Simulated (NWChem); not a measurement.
A series in which one site is exchanged, each optimised at PBE0/def2-SVP with NWChem, gas phase unless a solvent is named. All stand in one matching conformer (torsions within 35°), which need not be the lowest. For some, no frequency run checked for a minimum. def2 effective core potentials on In; no spin-orbit coupling.

A: C[O][AlH2] (CH5AlO; site = Al)
B: C[O][InH2] (CH5InO; site = In)
C: C[O][GaH2] (CH5GaO; site = Ga)
D: BOC (CH5BO; site = B)

Values for A:

```
Item                                                 Value
---------------------------------------------------  -----
dipole (D), PBE0/def2-SVP                             0.97
orbital gap (eV), PBE0/def2-SVP                       7.02
static polarisability, PBE0/def2-SVPD (bohr³)         46.2
lowest singlet excitation, PBE0/def2-SVPD, TDA (eV)   5.53
```

How do these values change for the other members?


```
change from A                                            B      C      D
---------------------------------------------------  -----  -----  -----
dipole (D), PBE0/def2-SVP                            +0.73  +0.15  +0.85
orbital gap (eV), PBE0/def2-SVP                      -1.38  -0.40  +1.33
static polarisability, PBE0/def2-SVPD (bohr³)        +10.2   +1.6  -12.4
lowest singlet excitation, PBE0/def2-SVPD, TDA (eV)  -0.95  -0.21  +0.77
```
